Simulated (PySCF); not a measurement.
**Spinor energies of P²⁺ (phosphorus, charge +2)**

Start: [Ne] 3s2 3p1; 3p3/2 filled at m_j = +3/2. Calculated with PySCF 2.14 in x2c-TZVPall-2c with one added diffuse shell each of s, p type (6s7p2d1f, 44 functions): generalised Hartree-Fock with the X2C-1e Hamiltonian and a Gaussian nucleus; one run each with spin-orbit coupling (SO) switched off, then screened by Boettger's factors. This is a chosen level, not necessarily the ground level.

```json
{"spinor shell": "1s1/2", "electrons": "2", "ε, spin-free (eV)": "-2206.7", "ε, screened SO (eV)": "-2206.7", "weight of nominal j (screened SO)": "1.000", "rms radius, screened SO (bohr)": "0.120"}
{"spinor shell": "2s1/2", "electrons": "2", "ε, spin-free (eV)": "-229.41", "ε, screened SO (eV)": "-229.42", "weight of nominal j (screened SO)": "1.000", "rms radius, screened SO (bohr)": "0.559"}
{"spinor shell": "2p1/2", "electrons": "2", "ε, spin-free (eV)": "-170.85", "ε, screened SO (eV)": "-171.38", "weight of nominal j (screened SO)": "0.971", "rms radius, screened SO (bohr)": "0.538"}
{"spinor shell": "2p3/2", "electrons": "4", "ε, spin-free (eV)": "-170.85", "ε, screened SO (eV)": "-170.60", "weight of nominal j (screened SO)": "0.986", "rms radius, screened SO (bohr)": "0.539"}
{"spinor shell": "3s1/2", "electrons": "2", "ε, spin-free (eV)": "-38.610", "ε, screened SO (eV)": "-38.614", "weight of nominal j (screened SO)": "0.999", "rms radius, screened SO (bohr)": "1.89"}
{"spinor shell": "3p3/2", "electrons": "1", "ε, spin-free (eV)": "-29.743", "ε, screened SO (eV)": "-29.717", "weight of nominal j (screened SO)": "1.000", "rms radius, screened SO (bohr)": "2.13"}
```

```
   quantity   spin-free  screened SO
E (hartree)  -340.45452   -340.45402
        M_J         3/2          3/2
       ⟨J²⟩       3.764        3.764
       ⟨L²⟩       2.010        2.010
       ⟨S²⟩       0.754        0.754
```

Each row is a mean over spinors that exchange with the open shell spreads, by up to 2.964 eV (3s1/2).

Without spin-orbit coupling the j labels of p, d and f shells carry no meaning; the spin-free column gives the mean over the occupied spinors of each nl shell.
